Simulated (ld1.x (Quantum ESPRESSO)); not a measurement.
## Configuration tests for Sb (Z = 51) (TM)

```json
{
 "Element": "antimony",
 "Generator": "ld1.x (Quantum ESPRESSO) 7.5",
 "Type": "norm-conserving Troullier–Martins (Kleinman–Bylander form)",
 "Functional": "BP86",
 "Relativity": "fully relativistic",
 "Frozen core": "[Ar] 3d10",
 "Valence charge": "23",
 "Reference configuration": "4s2 4p6 4d10 5s2 5p3",
 "Partial waves": "4s (bound): rc 0.80 bohr; 4d (bound): rc 1.25 bohr; 4p (bound): rc 0.95 bohr",
 "Local potential": "the p channel",
 "Core correction": "none"
}
```

Open shells are filled in proportion to 2j + 1 (rel_dist='average').

Occupied shells without a wave of their own: 5p, 5s. They enter only through the test configuration that unscreens the potential.

Energies are relative to the spin-unpolarised reference configuration 4s2 4p6 4d10 5s2 5p3; without spin polarisation the order of configurations can differ from experiment. The p channel is local and has no spin–orbit splitting in the pseudo-atom.

(1) Give the all-electron excitation energy and the error of the potential for: 4s2 4p6 4d10 5s2 5p2; 4s2 4p6 4d10 5s2 5p1; 4s2 4p6 4d10 5s2 5p0; 4s2 4p6 4d10 5s1 5p0; 4s2 4p6 4d9 5s2 5p3; 4s2 4p6 4d10 5s1 5p4; 4s1 4p6 4d10 5s2 5p3.

Levels in the configuration 4s2 4p6 4d10 5s1 5p4:

```
   level  all-electron (eV)  pseudo (eV)
4s j=1/2           -150.246     -150.252
4p j=1/2           -109.190     -103.346
4p j=3/2           -100.583     -103.346
4d j=3/2            -35.690      -35.690
4d j=5/2            -34.441      -34.442
5s j=1/2            -13.767      -13.923
5p j=1/2             -5.980       -5.612
5p j=3/2             -5.327       -5.612
```

A Bessel basis up to 400 Ry misses an occupied level by 4.08 Ry, so cutoffs and ghosts were not judged. The potential misses its own reference levels by up to 5.8 eV, so it is not fit for use.

## Answers

(1)

```tsv
valence configuration	charge	ΔE all-electron (eV)	error AE − PS (meV)
4s2 4p6 4d10 5s2 5p2	+1	8.478	-89
4s2 4p6 4d10 5s2 5p1	+2	24.641	-229
4s2 4p6 4d10 5s2 5p0	+3	49.261	-425
4s2 4p6 4d10 5s1 5p0	+4	93.748	-781
4s2 4p6 4d9 5s2 5p3	+1	40.789	+21
4s2 4p6 4d10 5s1 5p4	0	8.112	-88
4s1 4p6 4d10 5s2 5p3	+1	157.473	+37
```

ld1.x printed “convergence not achieved” for 7 of the counted tests; their residual had stalled under 1e-8, short of the target of 1e-14. The 5p, 5s levels have no wave, so the channel is fitted at the deeper level alone: the likely source of the large errors.
